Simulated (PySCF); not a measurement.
Compound: (LiCl)4 ring, Li4Cl4.
Cartesian coordinates in Å at the PBE0-D3(BJ)/def2-SVP level; atoms count from 1:
```xyz
8
Li4Cl4 angstrom
Li    -0.0767   -0.5925   -2.4950
Cl    -2.0885   -0.0288   -1.9706
Li    -2.5209    0.5341    0.0698
Cl    -2.0202    0.9361    2.1332
Li     0.0763    0.5907    2.4940
Cl     2.0898    0.0316    1.9704
Li     2.5212   -0.5317   -0.0701
Cl     2.0191   -0.9396   -2.1318
```

Method used: PySCF, PBE0-D3(BJ)/def2-SVP geometry optimisation, gas phase.

Problem. Which atoms are bound to Li1, and at what distances?

Solution. 2 atoms: Cl2 2.154 Å, Cl8 2.155 Å. The nearest atom not counted as bound is Li7, at 3.55 Å.

Problem. What is the shape at Li1?

Solution. Bent: angle 155.4°.

Problem. Give some angles away from the centre.

Solution. Li1–Cl2–Li3 119.0°, Li3–Cl4–Li5 110.8°.

Problem. What are the rotational constants (commonest isotopes, rigid rotor)?

Solution. A = 759.4, B = 663.4, C = 354.1 MHz: an asymmetric top.

Point group: near D4h, missed by 0.21 Å at most; the miss may be what the optimiser left on a soft mode (D2h holds within 0.08 Å). Charge 0, singlet. Stationary, but not proved a minimum.

One conformer stands for the species.
